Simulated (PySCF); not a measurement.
Compound: C₃H₁₀FPSi.
Cartesian coordinates in Å at the PBE0-D3(BJ)/def2-SVP level; atoms count from 1:
```xyz
16
C3H10FPSi angstrom
F     -3.1799   -0.4154    0.1929
C     -2.4994    0.4199   -0.6621
C     -1.0705    0.5945   -0.2002
C     -0.3098   -0.7247   -0.1078
Si     1.4489   -0.5729    0.5543
P      2.6092    0.8591   -0.7734
H     -2.5329   -0.0240   -1.6736
H     -3.0258    1.3894   -0.6911
H     -0.5674    1.2901   -0.8942
H     -1.0788    1.0968    0.7827
H     -0.2667   -1.2167   -1.0963
H     -0.8589   -1.4178    0.5521
H      1.4347    0.0246    1.9266
H      2.0876   -1.9240    0.6305
H      3.8689    0.5714   -0.1634
H      2.7880   -0.1058   -1.8140
```

Computed with PBE0-D3(BJ)/def2-SVP geometry optimisation, gas phase in PySCF.

Masses are those of the commonest isotopes; rigid-rotor values at the optimised geometry. The values belong to one conformer with, in the numbering `[F:1][CH2:2][CH2:3][CH2:4][SiH2:5][PH2:6]`, F1–C2–C3–C4 58°, C2–C3–C4–Si5 -177°, C3–C4–Si5–P6 -58°, C4–Si5–P6–H -171° and -77°.

(1) Give the principal moments of inertia and the rotational constants in MHz.

(2) Classify the top.

(3) Is it planar, by Δ = Ic − Ia − Ib?

(4) Give the other two planar moments, Paa and Pbb, and the rms extents of the mass along the axes.

(5) Which types of transition are allowed, and where do some lines up to J = 3 fall?

Results:

(1) Ia = 99.58, Ib = 617.54, Ic = 685.95 u·Å²; 505379 MHz·u·Å²/I gives A = 5075, B = 818.4, C = 736.8 MHz.

(2) A near-prolate asymmetric top. Ray's parameter κ = (2B − A − C)/(A − C) = -0.962; −1 is the prolate and +1 the oblate limit.

(3) Not planar: Δ = Ic − Ia − Ib = -31.17 u·Å². For a rigid frame Δ = −2 Σ m c², so Σ m c² = 15.58 u·Å² lies off the ab plane: 11.24 from hydrogen and 4.34 from heavier atoms. The atom farthest from that plane is 1.56 Å away.

(4) Paa = Σ m a² = (Ib + Ic − Ia)/2 = 601.95 and Pbb = Σ m b² = (Ia + Ic − Ib)/2 = 84.00 u·Å². With the mass M = 124.03 u, the rms extents √(P/M) along a, b and c are 2.20, 0.82, 0.35 Å.

(5) The dipole components are |μa| = 0.53 D, |μb| = 0.59 D, |μc| = 0.70 D. Intensities carry the squares of the components, which stand as 0.58 : 0.72 : 1.00 (a : b : c). Some lines, for components of 0.1 D or more:

| type | branch | J(Ka,Kc) | MHz | lower level (cm⁻¹) |
| --- | --- | --- | --- | --- |
| b | R | 3(0,3) ← 2(1,2) | 485 | 0.295 |
| a | R | 2(1,1) ← 1(1,0) | 3192 | 0.197 |
| b | Q | 3(1,2) ← 3(0,3) | 4547 | 0.311 |
| a | R | 3(1,2) ← 2(1,1) | 4787 | 0.303 |
| c | R | 3(1,2) ← 2(0,2) | 9208 | 0.156 |
| c | Q | 2(2,1) ← 2(1,1) | 12770 | 0.303 |
| b | Q | 3(2,2) ← 3(1,3) | 13138 | 0.446 |
| c | R | 3(2,1) ← 2(1,1) | 17441 | 0.303 |
| c | Q | 3(3,1) ← 3(2,1) | 21482 | 0.885 |
| b | Q | 3(3,0) ← 3(2,1) | 21482 | 0.885 |
| b | R | 3(3,1) ← 2(2,0) | 26152 | 0.729 |
| c | R | 3(3,0) ← 2(2,0) | 26152 | 0.729 |
| b | R | 3(3,0) ← 2(2,1) | 26153 | 0.729 |

No PBE0-D3(BJ)/def2-SVP frequencies stand behind this structure, so it isn't proved a minimum. These are rigid-rotor constants of the computed structure; measured ground-state constants (B0) also hold zero-point vibration.
